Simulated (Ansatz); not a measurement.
C₃H₇GeN (`C[CH]([GeH3])C#N`), charge 0, multiplicity 1.

Give a relaxed structure at PBE0-D4/def2-TZVP (the Gaussian-basis code of Ansatz). (An estimate is asked.)

Ansatz gave: 
Cartesian coordinates in Å:
```
C 0.4790 0.2069 1.3815
C 0.5419 -0.1913 -0.0942
Ge -0.9201 0.6566 -1.1453
C 0.4717 -1.6236 -0.2763
N 0.3824 -2.7628 -0.4198
H 1.3003 -0.2423 1.9434
H 0.5477 1.2915 1.4828
H -0.4575 -0.1205 1.8364
H 1.4789 0.1568 -0.5402
H -0.7963 0.2546 -2.6193
H -0.7659 2.1779 -0.9867
H -2.2621 0.1962 -0.5624
```
This is one stationary point; other conformers may exist.
